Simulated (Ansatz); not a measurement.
Reaction (isomerisation): `C=C(F)B[SiH3]` → `C[C@H]1B[Si@@H]1F`

Program: Ansatz. Geometries: PBE0-D4/def2-TZVP. ΔE: electronic, gas phase. CBS: MP2 limit from def2 TZ/QZ plus the TZ coupled-cluster correction, frozen cores. DFT in def2-TZVPP. B3LYP here is the variant with VWN-RPA as its local correlation; programs differ in this. One conformer a species, not always the lowest.

CCSD(T)/CBS gives -30.1 kcal/mol.

(1) Another level gave -26.9 kcal/mol. Which?
A. B3LYP-D4/def2-TZVPP
B. PBE-D4/def2-TZVPP
C. B2PLYP/def2-TZVPP
D. PBE0/def2-TZVPP

Largest T1 diagnostic among the species: 0.013.

## Answers

(1) A. B3LYP-D4 -26.9, B2PLYP -28.3, PBE0 -29.6, PBE-D4 -31.2 kcal/mol.

From PBE to PBE0 (25 % exact exchange), in def2-TZVPP and without D4, ΔE moves by +1.0 kcal/mol. The D4 term adds −1.1 kcal/mol with B3LYP and −0.5 kcal/mol with PBE0; it sums over pairs of atoms, weighted by their polarisabilities, and B3LYP, whose exchange is more repulsive, gets the larger term.
